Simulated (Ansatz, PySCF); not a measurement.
Caution: the restricted solution is unstable towards spin-unrestricted or complex orbitals, so a lower solution exists and this singlet may not be the ground state. This singlet is an excited state, 0.35 eV above the relaxed triplet at the level frozen-core CCSD(T)/cc-pVTZ // PBE0-D3(BJ)/def2-TZVP (Ansatz, an electronic-structure program).

## CH$_{3}$ClSi, SMILES `Cl[C][SiH3]` (excited singlet) (charge 0, multiplicity 1)

Level of theory: PBE0-D3(BJ)/def2-TZVP in PySCF 2.14.0.

- HOMO: -6.32 eV
- dipole moment: 1.51 D
- HOMO–LUMO gap: 2.90 eV
- LUMO: -3.42 eV
- total energy: -21474.47 eV
- cost: very roughly 15 core-seconds

Bonds (Å): Si1–C2 1.900, Si1–H4 1.487, Si1–H5 1.487, Si1–H6 1.490, C2–Cl3 1.674. Bond angles (°): C2–Si1–H4 104.1, C2–Si1–H5 104.0, C2–Si1–H6 117.8, H4–Si1–H5 109.3, H4–Si1–H6 110.6, H5–Si1–H6 110.6, Si1–C2–Cl3 113.4.
